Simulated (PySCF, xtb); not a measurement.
Cl₃Sb, SMILES [Cl][Sb+]([Cl])[Cl], charge +1, multiplicity 2.

Harmonic wavenumbers (cm⁻¹) from GFN2-xTB in xtb 6.7.1 at its own minimum, in rising order: 79, 79, 100, 303, 304, 305.

Q: What does B3LYP-D3(BJ)/def2-SVP run with PySCF give at its own minimum? (Estimate from the structure and the level; the computed values follow.)

A: 106, 106, 116, 354, 374, 374. Paired by order, the mean absolute difference is 43 cm⁻¹ and the zero-point energies are 1.7 and 2.0 kcal/mol.
